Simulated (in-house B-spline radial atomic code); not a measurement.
Results of a calculation; reference values are marked as such.
**What the choice of pseudopotential does to G0W0 on PBE0: S⁺**

All numbers come from an all-electron radial atomic-structure program (B-spline basis), non-relativistic, configuration [Ne] 3s2 3p3, open shells at high spin. Semilocal Troullier-Martins pseudo-atoms, one channel per l, are made with PBE or LDA for several valence sets and radii, with or without a model core, and set against the all-electron atom. One channel fits only the lowest state of its l, so a second state of that l is approximate. All electrons give 3p up: PBE0 -19.491 eV, G0W0 -23.392 eV, 3s down: PBE0 -26.604 eV, G0W0 -30.66 eV. Potentials are made in the ion's own configuration unless the neutral atom is named, and a smooth local potential serves every l without a channel. Potentials that miss their own reference levels by more than 6 millihartree, or need radii over 3.5 bohr, are left out. Columns give pseudo minus all-electron, in eV; a dash marks a level in the core or of low weight.

```
    valence          made with   radii (bohr)  model core (bohr)  3p up PBE0  3p up G0W0  3s down PBE0  3s down G0W0
      3s 3p                PBE  s 1.11 p 1.24               none       -0.01       -0.08         +0.14         +0.27
      3s 3p  PBE, neutral atom  s 1.42 p 1.60               none        0.00       -0.07         +0.17         +0.30
      3s 3p  LDA, neutral atom  s 1.84 p 2.08               none       -0.11       -0.15         +0.08         +0.24
      3s 3p  PBE, neutral atom  s 1.28 p 1.44               0.90       +0.01       -0.05         +0.18         +0.30
      3s 3p  PBE, neutral atom  s 1.42 p 1.60               0.90       +0.01       -0.04         +0.18         +0.31
   2p 3s 3p  PBE, neutral atom  s 1.28 p 0.50               none       +0.21       +0.39         -0.15         -0.57
   2p 3s 3p  PBE, neutral atom  s 1.42 p 0.50               none       +0.21       +0.39         -0.15         -0.56
   2p 3s 3p  PBE, neutral atom  s 1.14 p 0.50               0.14       +0.24       +0.43         -0.20         -0.63
   2p 3s 3p  PBE, neutral atom  s 1.63 p 0.57               0.14       +0.37       +0.57         -0.17         -0.58
2s 2p 3s 3p  PBE, neutral atom  s 0.31 p 0.50               none       +0.15       +0.21         -0.06         -0.14
2s 2p 3s 3p  PBE, neutral atom  s 0.35 p 0.50               none       +0.15       +0.21         -0.05         -0.12
2s 2p 3s 3p  PBE, neutral atom  s 0.45 p 0.57               none       +0.29       +0.35         -0.07         -0.14
2s 2p 3s 3p                LDA  s 0.31 p 0.50               0.14       +0.11       +0.16         -0.04         -0.11
2s 2p 3s 3p  LDA, neutral atom  s 0.45 p 0.57               0.14       +0.28       +0.35         +0.01         -0.05
```

(1) How does the G0W0 shift of 3p up, which all sets hold, depend on the valence set?

Results:

(1) Mean size: 3s 3p: 0.08 eV; 2s 2p 3s 3p: 0.26 eV; 2p 3s 3p: 0.44 eV. A larger valence set can do worse when it takes only part of a shell, whose exchange with the frozen rest is then left to the functional. The means mix radii and the functional used in making the potentials.
